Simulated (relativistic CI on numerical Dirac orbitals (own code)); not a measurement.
Ligand-field terms of d3

Computed with a parametric ligand-field model of a d^n configuration (Racah B and C, spin-orbit zeta, crystal field), exact diagonalisation.

Field parameters in Wybourne normalisation: Oh B⁴₀ = 21Dq, B⁴₄ = √(5/14) B⁴₀. The field is a parameter set, without covalency.

Problem. Ground term and bands for B = 670, C = 2350, ζ = 0 cm⁻¹, Oh, 10Dq = 18600 cm⁻¹?

Solution. Ground term 4A2 with 0.00 electrons in the two orbitals of the cubic e set. Spin-allowed: 4T2 18600 cm⁻¹ (538 nm), 4T1 25464 cm⁻¹ (393 nm), 4T1 40386 cm⁻¹ (248 nm). Lowest spin-forbidden: 2E 12016 cm⁻¹ (832 nm), 2T1 12627 cm⁻¹ (792 nm), 2T2 18547 cm⁻¹ (539 nm). With an A2 ground term the first spin-allowed band lies at |10Dq| itself.

Problem. Ground term and bands for B = 590, C = 2230, ζ = 0 cm⁻¹, Oh, 10Dq = 7750 cm⁻¹?

Solution. Ground term 4A2 with 0.00 electrons in the two orbitals of the cubic e set. Spin-allowed: 4T2 7750 cm⁻¹ (1290 nm), 4T1 12306 cm⁻¹ (813 nm), 4T1 19794 cm⁻¹ (505 nm). Lowest spin-forbidden: 2E 10730 cm⁻¹ (932 nm), 2T1 11307 cm⁻¹ (884 nm), 2T2 15224 cm⁻¹ (657 nm). With an A2 ground term the first spin-allowed band lies at |10Dq| itself.

Problem. Ground term and bands for B = 360, C = 1640, ζ = 0 cm⁻¹, Oh, 10Dq = 9600 cm⁻¹?

Solution. Ground term 4A2 with 0.00 electrons in the two orbitals of the cubic e set. Spin-allowed: 4T2 9600 cm⁻¹ (1042 nm), 4T1 13256 cm⁻¹ (754 nm), 4T1 20944 cm⁻¹ (477 nm). Lowest spin-forbidden: 2E 7596 cm⁻¹ (1316 nm), 2T1 7909 cm⁻¹ (1264 nm), 2T2 11507 cm⁻¹ (869 nm). With an A2 ground term the first spin-allowed band lies at |10Dq| itself.

Problem. A d3 ion in Oh symmetry has the ground term 4A2 and bands at 4T2 14350 cm⁻¹ (697 nm), 2E 17971 cm⁻¹ (556 nm), 2T1 18779 cm⁻¹ (533 nm), 4T1 21896 cm⁻¹ (457 nm), 2T2 25843 cm⁻¹ (387 nm), 4T1 34204 cm⁻¹ (292 nm). Which parameters reproduce them?

Solution. B = 870, C = 3940, ζ = 0 cm⁻¹, Oh, 10Dq = 14350 cm⁻¹.

Problem. Ground term and bands for B = 720, C = 2540, ζ = 0 cm⁻¹, Oh, 10Dq = 17000 cm⁻¹?

Solution. Ground term 4A2 with 0.00 electrons in the two orbitals of the cubic e set. Spin-allowed: 4T2 17000 cm⁻¹ (588 nm), 4T1 24093 cm⁻¹ (415 nm), 4T1 37707 cm⁻¹ (265 nm). Lowest spin-forbidden: 2E 12866 cm⁻¹ (777 nm), 2T1 13548 cm⁻¹ (738 nm), 2T2 19560 cm⁻¹ (511 nm). With an A2 ground term the first spin-allowed band lies at |10Dq| itself.
